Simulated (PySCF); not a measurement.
Computed data sheet: `C[S@@](=O)C1=CN=NC=C1`

Compound: C5H6N2OS.
Numbering: `[CH3:1][S@@:2](=[O:3])[c:4]1[cH:5][cH:6][n:7][n:8][cH:9]1` (hydrogens: H10, H11, H12 on C1; H13 on C5; H14 on C6; H15 on C9)

Some functional groups and rings: pyridine-type ring nitrogen and sulfoxide.

GFN2-xTB geometry:

* Point group of the GFN2-xTB geometry: C1
* Rotational constants A, B, C of the GFN2-xTB geometry: 3.275, 0.968, 0.833 GHz

PBE0/def2-SVPD ground state and vertical TDDFT (core frozen in the response) (PySCF):

* Dipole moment: 2.63 D
* HOMO energy: -6.90 eV
* LUMO energy: -1.89 eV
* HOMO–LUMO gap: 5.01 eV
* Lowest singlet excitation: 3.36 eV (369 nm, f = 0.004)
* Strongest line among the 6 lowest singlet transitions: S3 at 4.63 eV (268 nm, f = 0.055)
* Lowest triplet excitation (Tamm–Dancoff): 2.61 eV
* Static isotropic polarisability: 94.1 au
* Electronic spatial extent ⟨r²⟩ about the centre of nuclear charge: 1370 bohr²

PBE0/pcSseg-1 ground state and GIAO shieldings, non-relativistic (PySCF):

- Lowest Hirshfeld atomic charge: -0.34 e on O3
- Highest Hirshfeld atomic charge: +0.36 e on S2
- 13C chemical shifts (computed TMS as zero) by class: 161.8 (C4), 157.1 (C6), 150.2 (C9), 123.6 (C5), 52.0 (C1) ppm
- 1H chemical shifts (computed TMS as zero) by class: 9.93 (H14), 9.34 (H15), 8.13 (H13), 2.43 (H10/H11/H12) ppm
- Isotropic shieldings of nuclei other than C and H, by class: -205 (N7), -199 (N8), 301 (O3), 203 (S2) ppm
- Mayer bond orders between heavy atoms: C1–S2 0.88, S2–O3 1.55, S2–C4 0.86, C4–C5 1.44, C5–C6 1.32, C6–N7 1.50, N7–N8 1.32, N8–C9 1.51, C9–C4 1.26

Monoisotopic mass (most abundant isotopes): 142.0201 u.

The rotational constants make it an asymmetric top with κ = (2B − A − C)/(A − C) = -0.89, nearer the prolate limit (−1). The principal polarisabilities are 67.6, 94.8 and 120.0 au; their mean is the isotropic value. The largest Löwdin shares of the LUMO are 0.21 on N7, 0.21 on C4, 0.18 on C5 and 0.15 on N8. The dipole equals about 8.8 × 10⁻³⁰ C·m (1 D = 3.33564 × 10⁻³⁰ C·m). With B = h/(8π²I), that is 505.379 GHz u Å² over I, the principal moments of inertia are 154.3, 521.9 and 607.0 u Å² (most abundant isotopes); the inertial defect Ic − Ia − Ib is -69.2 u Å² (zero for a rigid planar frame, negative otherwise). The largest Löwdin shares of the HOMO are 0.36 on N8, 0.36 on N7, 0.07 on C9 and 0.07 on C6. S1 lies 1.65 eV below the HOMO–LUMO gap; its leading configuration is HOMO→LUMO, weight 0.97.

Isolated species at its GFN2-xTB geometry (one conformer only). NMR classes are plain means over equivalent atoms (diastereotopic ones count apart unless rotation or inversion swaps them), as if these changed places fast; in this geometry the members of some classes differ.

Shape of the structure used: `[CH3:1][S@@:2](=[O:3])[c:4]1[cH:5][cH:6][n:7][n:8][cH:9]1`: C1–S2–C4–C5 -107°.
